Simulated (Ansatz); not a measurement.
`F[SiH]([SiH3])I` + HCl → `F[SiH](Cl)I` + SiH₄ at 700 K and 1 bar (cleavage of the Si–Si bond).

Computed with Ansatz on PBE0-D4/def2-TZVP structures; ΔE is electronic, products minus reactants. CCSD(T)/CBS is the MP2 limit (def2-TZVPP, def2-QZVPP) plus CCSD(T) − MP2 in def2-TZVPP, frozen cores. This one scheme is used for every species. def2 core potentials past Kr. For I outer-core shells are correlated without core-valence functions, which leaves a few kJ/mol of doubt a bond.

| species | CCSD(T)/CBS energy (Eh) | H − E (kJ/mol) | S (J/(mol·K)) |
| --- | --- | --- | --- |
| `F[SiH]([SiH3])I` | -977.89058 | 169.9 | 469.0 |
| HCl | -460.38127 | 38.4 | 211.8 |
| `F[SiH](Cl)I` | -1146.84711 | 89.2 | 405.1 |
| SiH₄ | -291.46306 | 115.5 | 252.9 |

H − E and S are ideal-gas, rigid-rotor, harmonic terms from PBE0-D4/def2-TZVP, for one conformer and one mirror image of each species. 1 Eh = 2625.50 kJ/mol, R = 8.31446 J/(mol·K).

Task: By hand: ΔE, ΔH, ΔS and ΔG.

Result: ΔE = (-1146.84711) + (-291.46306) − (-977.89058) − (-460.38127) = -0.03832 Eh = -100.6 kJ/mol. Δ(H − E) = 89.2 + 115.5 − 169.9 − 38.4 = -3.6, so ΔH = -104.2 kJ/mol. ΔS = 405.1 + 252.9 − 469.0 − 211.8 = -22.8 J/(mol·K). ΔG = -104.2 − 700 × (-22.8)/1000 = -88.2 kJ/mol.

Task: By hand: the equilibrium constant, and the temperature at which ΔG would vanish if ΔH and ΔS stayed fixed.

Result: log₁₀ K = −ΔG/(RT ln 10) = 6.6. ΔG = 0 at ΔH/ΔS = 4570 K, far beyond where these terms or the molecules hold.

ΔH outweighs TΔS. A doubt of 5 kJ/mol in ΔE shifts log₁₀ K by 0.4 here. Other conformers and mirror images would add mixing entropy, several J/(mol·K) or more a flexible species. These are equilibria of isolated gas molecules and say nothing of rates. Largest T1 diagnostic: 0.011 (customary marks: 0.02 for closed shells, 0.045 for open ones).
